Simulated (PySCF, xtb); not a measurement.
C₄H₆BNO, SMILES C=C1OC(=C)B1N.

Geometry: r2SCAN-D4/def2-SVP. The structure was generated by enumeration, and PubChem lists no compound with its InChIKey, so it may never have been made. The values are those of a single conformer.

Level of theory: IEF-PCM-B3LYP/def2-SVP in PySCF 2.14.0.

The values are the electrostatic part of the solvation free energy, E(continuum) − E(gas) at the gas-phase geometry, in a cavity of scaled van der Waals radii (PySCF's table); cavitation and dispersion terms are not included. In vacuum the orbital gap is 4.71 eV. The dipole moment in vacuum is 3.72 D.

```tsv
solvent	ε	ΔG(elec) (kcal/mol)	dipole (D)	gap (eV)
water	78.36	-6.9	4.77	4.86
toluene	2.37	-3.2	4.20	4.78
acetone	20.49	-6.5	4.70	4.86
```

For comparison, GFN2-xTB/ALPB(water) (xtb, at the GFN2-xTB geometry, all terms of that model) gives -6.4 kcal/mol.
